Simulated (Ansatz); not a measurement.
Reaction (cleavage of the Si–Al bond): `O[SiH2][AlH][F]` + `O[SiH](O)O` → `O[SiH2]O[SiH](O)O` + `[F][AlH2]`

Program: Ansatz. Geometries: PBE0-D4/def2-TZVP. ΔE: electronic, gas phase. CBS: MP2 limit from def2 TZ/QZ plus the TZ coupled-cluster correction, frozen cores. This one scheme is used for every species. DFT in def2-TZVPP. Each species was taken in one conformer, which may not be the lowest.

| species | r2SCAN-D4 energy (Eh) |
| --- | --- |
| `O[SiH2][AlH][F]` | -709.46438 |
| `O[SiH](O)O` | -517.71410 |
| `O[SiH2]O[SiH](O)O` | -883.71887 |
| `[F][AlH2]` | -343.51203 |

(1) Work out ΔE.

Largest T1 diagnostic among the species: 0.013.

Answers

(1) ΔE = (-883.71887) + (-343.51203) − (-709.46438) − (-517.71410) = -0.05242 Eh = -32.9 kcal/mol. CCSD(T)/CBS gives -34.3 kcal/mol.

From PBE to PBE0 (25 % exact exchange), in def2-TZVPP and without D4, ΔE moves by −2.6 kcal/mol. The D4 term adds −1.7 kcal/mol with B3LYP and −1.0 kcal/mol with PBE0; it sums over pairs of atoms, weighted by their polarisabilities, and B3LYP, whose exchange is more repulsive, gets the larger term. In def2-TZVPP, CCSD(T) changes the Hartree–Fock value by +4.0 kcal/mol (the triples alone add +0.4 kcal/mol) and MP2 by +1.9 kcal/mol.

B3LYP here is the variant with VWN-RPA as its local correlation; programs differ in this.
